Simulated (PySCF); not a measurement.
A PySCF script (with the pyscf-properties extension) for the NMR shieldings of C3H11BN2O, on a GFN2-xTB geometry:

```python
import basis_set_exchange as bse
import numpy as np
from pyscf import gto, dft
from pyscf.prop import nmr

atoms = """
C     1.063469    1.543201    0.476602
C     0.794655    0.261827    0.241414
C     1.889756   -0.643897   -0.252713
B    -0.653697   -0.357268    0.454969
N    -0.906497   -1.698117    0.147054
N    -1.556156    0.656885   -2.370936
O    -1.712519    0.367451    0.922752
H     2.046945    1.964699    0.330119
H     0.317726    2.241200    0.826946
H     2.831494   -0.107827   -0.354067
H     2.033174   -1.471866    0.440755
H     1.622069   -1.061867   -1.222926
H    -1.811277   -2.109072    0.293532
H    -0.213740   -2.347161   -0.175173
H    -0.678768    1.081804   -2.094483
H    -1.379754   -0.333110   -2.493175
H    -2.188281    0.743854   -1.583967
H    -1.507359    1.275580    1.136882
"""
names = dict.fromkeys(["C", "B", "N", "O", "H"], "pcSseg-1")
basis = {el: gto.basis.parse(bse.get_basis(n, elements=[el], fmt="nwchem")) for el, n in names.items()}
mol = gto.M(atom=atoms, basis=basis, charge=0, verbose=0)
mf = dft.RKS(mol, xc="PBE0")
mf.grids.level = 2
mf.grids.alignment = dft.numint.BLKSIZE   # the property module wants whole blocks of grid points
mf.conv_tol = 1e-9
mf.kernel()

calc = nmr.RKS(mf)   # GIAO
C = mf.mo_coeff
Co = C[:, mf.mo_occ > 0]
resp = mf.gen_response(singlet=True, hermi=2)
def vind(x):   # induced exchange potential for any number of trial vectors
    d = np.einsum("pi,xij,qj->xpq", C, 2 * x.reshape(-1, C.shape[1], Co.shape[1]), Co, optimize=True)
    return np.einsum("xpq,pi,qj->xij", resp(d - d.transpose(0, 2, 1)), C, Co, optimize=True).ravel()
mo1, _ = nmr.rhf.solve_mo1(calc, with_cphf=vind)
sigma = calc.kernel(mo1)
for i, s in enumerate(sigma):   # ppm
    w = np.linalg.eigvalsh((s + s.T) / 2)
    print("%2d %-2s iso %8.1f  s11 %8.1f  s22 %8.1f  s33 %8.1f" % (i, mol.atom_pure_symbol(i), w.mean(), *w))
```

**Question.** Give the expected output.

**Answer.** 
```
 0 C  iso     58.0  s11    -57.4  s22     79.6  s33    151.8
 1 C  iso     34.2  s11    -88.5  s22     11.5  s33    179.6
 2 C  iso    161.3  s11    146.5  s22    152.0  s33    185.5
 3 B  iso     75.1  s11     50.1  s22     73.4  s33    101.8
 4 N  iso    194.0  s11    134.0  s22    213.3  s33    234.6
 5 N  iso    249.7  s11    229.4  s22    257.2  s33    262.7
 6 O  iso    243.0  s11    145.0  s22    257.5  s33    326.5
 7 H  iso     25.9  s11     23.0  s22     25.1  s33     29.6
 8 H  iso     26.4  s11     23.3  s22     25.1  s33     30.6
 9 H  iso     29.8  s11     26.0  s22     28.6  s33     34.8
10 H  iso     29.7  s11     25.7  s22     28.7  s33     34.7
11 H  iso     29.8  s11     26.2  s22     29.2  s33     33.9
12 H  iso     28.9  s11     23.5  s22     25.9  s33     37.4
13 H  iso     28.9  s11     22.9  s22     28.1  s33     35.8
14 H  iso     31.8  s11     25.4  s22     29.0  s33     41.0
15 H  iso     31.7  s11     25.7  s22     29.1  s33     40.1
16 H  iso     31.4  s11     25.1  s22     29.0  s33     40.1
17 H  iso     27.9  s11     21.0  s22     25.4  s33     37.1
```

These numbers come from an equivalent density-fitted implementation of the same equations, which agrees with the script to about 0.01 ppm for H and up to a few tenths of a ppm for heavy atoms, so last digits may differ.

Size and cost of the density-fitted run: 174 basis functions, 77 s wall time on 1 thread of an Intel Xeon, shared host; peak memory 0.79 GiB.
